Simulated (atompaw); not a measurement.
u(r) = r·R(r): atom against pseudo-atom (carbon (C))

Columns: radius, all-electron u(r) and pseudo u(r) of the 2s shell (level -19.26 eV) of carbon in the configuration [He] 2s2 2p1.5; PBEsol, scalar-relativistic, PAW (atompaw) scheme, atompaw 4.2.0.5.

```tsv
r (bohr)	all-electron	pseudo
0.115	-0.3543	0.0912
0.231	-0.2804	0.1813
0.346	-0.0649	0.2672
0.462	0.1747	0.3484
0.577	0.3861	0.4223
0.692	0.5558	0.4882
0.808	0.6821	0.5455
0.923	0.7661	0.5924
1.038	0.8149	0.6289
1.154	0.8354	0.6549
1.269	0.8334	0.6701
1.385	0.8146	0.6751
1.500	0.7840	0.6705
1.615	0.7453	0.6572
1.731	0.7010	0.6361
1.846	0.6543	0.6087
1.962	0.6060	0.5759
2.077	0.5584	0.5398
2.192	0.5120	0.5014
2.308	0.4670	0.4616
2.423	0.4247	0.4223
2.538	0.3850	0.3841
2.654	0.3477	0.3475
2.769	0.3135	0.3135
2.885	0.2819	0.2819
3.000	0.2532	0.2532
```

How many radial nodes do the two functions have?

The all-electron 2s function has n − l − 1 = 1; the pseudo-wave has 0, since the states of the same l below it are removed with the core.

Is the pseudo-wave norm-conserving?

No, it belongs to a PAW set: the norm inside the radius is not constrained, and the difference is carried by the augmentation charge.
